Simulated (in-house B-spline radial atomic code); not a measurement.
Atomic self-consistent-field run: Sc III (Sc2+) (an excited or competing configuration). Computed with an all-electron radial atomic-structure program (B-spline basis): Dirac-Hartree-Fock, average of configuration, Fermi nucleus of rms radius 3.5459 fm.

Command:
```bash
python run_scf.py task.json out
```
Settings (nuclear radius in fm, mass in u):
```
Z                21
configuration    [Ar] 5p1
hamiltonian      dirac
method           hf
spin_polarised   False
nucleus          fermi
rms_radius       3.5459
atomic_mass      44.95591
speed_of_light   137.035999084
```

Output (hartree, bohr):
```
 radial grid: 80 intervals, B-splines of order 8, outer radius 53.7037 bohr

 iter        energy (Eh)    residual
    1       -756.5532453    3.98e-01
    2       -761.7579708    1.47e-01
    3       -762.1159738    5.73e-02
    4       -762.1695442    2.30e-02
    5       -762.1786590    4.38e-03
    6       -762.1791474    2.46e-04
    7       -762.1791482    2.86e-05
    8       -762.1791482    1.57e-06
    9       -762.1791482    1.13e-07

 total energy                     -762.179148
 kinetic                            769.55239
 electron-nucleus                 -1794.63793
 electron-electron                  262.90639

 first-order corrections (not in the total)
   Gaunt                            0.24644
   retardation                     -0.02028
   frequency dependence            -0.00037
   self-energy                      0.16125
   Uehling                         -0.01214
   Wichmann-Kroll                   0.00005
   recoil                           0.00746

 orbital      occ     eigenvalue          <r>       <r^2>       <1/r>       r_max    small
 1s1/2      2.000     -167.88941    0.0729789  0.00716351     20.7765     0.04782  5.65e-03
 2s1/2      2.000      -20.29658     0.340518    0.137093      4.3404      0.2825  9.80e-04
 2p1/2      2.000      -16.83337     0.304364    0.114206     4.24351      0.2311  9.47e-04
 2p3/2      4.000      -16.65873     0.306867    0.115954     4.19593      0.2332  9.38e-04
 3s1/2      2.000       -3.55976      1.05708     1.28128     1.31268      0.9189  1.93e-04
 3p1/2      2.000       -2.54083      1.13105     1.49065     1.19493      0.9556  1.66e-04
 3p3/2      4.000       -2.51963      1.13762     1.50773     1.18595      0.9613  1.65e-04
 5p1/2      0.333       -0.31992      6.80814     51.9666    0.195954       6.781  1.12e-05
 5p3/2      0.667       -0.31915      6.82565     52.2301    0.195342         6.8  1.12e-05
```

Cost of the run: 0.8 s on 1 thread of Arm Neoverse V1, on a shared host.

For the Dirac Hamiltonian the kinetic term is c α·p + (β - 1)c².
